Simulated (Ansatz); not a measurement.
Isolated molecules relaxed with PBE0-D4/def2-TZVP in Ansatz; ΔE leaves out vibrations. CBS: MP2 limit from def2 TZ/QZ plus the TZ coupled-cluster correction, frozen cores. Functionals use def2-TZVPP. B3LYP here is the variant with VWN-RPA as its local correlation; programs differ in this. For Ge outer-core shells are correlated without core-valence functions, which leaves a few kJ/mol of doubt a bond. Scalar relativity is left out up to krypton. One conformer a species, not always the lowest.

`F[Si@H](Cl)[Si@@H](F)Cl` + `C[SiH2][GeH3]` → `F[SiH](Cl)[GeH3]` + `C[SiH2][SiH](F)Cl`  (redistribution)

```csv
level,ΔE (kcal/mol)
B3LYP-D4,-1.8
HF/def2-TZVPP,-1.5
HF/def2-QZVPP,-1.5
MP2/CBS(def2),-1.8
```

(1) What does CCSD(T)/CBS give? (Best estimate.)

Largest T1 diagnostic among the species: 0.012.

Answers

(1) The calculation gave: -1.9 kcal/mol. The listed levels differ from it by 0.1, 0.4, 0.4, 0.1 kcal/mol.
